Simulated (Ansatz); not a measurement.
CH5SSb can be A, `[CH3][SbH][SH]`, or B, `S[CH2][SbH2]`.

Program: Ansatz. Geometries: PBE0-D4/def2-TZVP. ΔE: electronic, gas phase. CBS: MP2 limit from def2 TZ/QZ plus the TZ coupled-cluster correction, frozen cores. Functionals use def2-TZVPP. B3LYP here is the variant with VWN-RPA as its local correlation; programs differ in this. Elements past krypton have def2 core potentials. For Sb outer-core shells are correlated without core-valence functions, which leaves a few kJ/mol of doubt a bond. Each species was taken in one conformer, which may not be the lowest.

(1) Which is lower in electronic energy at CCSD(T)/CBS, and by how much? (Best estimate.)

(2) Give E(B) − E(A) in kcal/mol with LDA (SPW92), B2PLYP, PBE0-D4, ωB97M-V, B3LYP, CCSD(T)/def2-TZVPP, MP2/def2-TZVPP. (Estimate.)

(3) Does the order hold for the free energy at 298.15 K (harmonic terms from PBE0-D4)? (An estimate is asked.)

Largest T1 diagnostic: 0.013.

Answers

(1) Ansatz gave: A, by 26.6 kcal/mol.

(2) The calculation gave: LDA (SPW92) 24.7, B2PLYP 26.6, PBE0-D4 26.4, ωB97M-V 26.1, B3LYP 27.0, CCSD(T)/def2-TZVPP 25.1, MP2/def2-TZVPP 25.9. None reverses the order clearly.

(3) Ansatz gave: Yes: G(B) − G(A) = +24.8 kcal/mol, for one conformer each.

At CCSD(T), def2-SVP lies −3.1 kcal/mol from the extrapolated value and def2-TZVPP −1.5 kcal/mol. In def2-TZVPP, CCSD(T) changes the Hartree–Fock value by −2.0 kcal/mol (the triples alone add −0.1 kcal/mol) and MP2 by −1.2 kcal/mol.
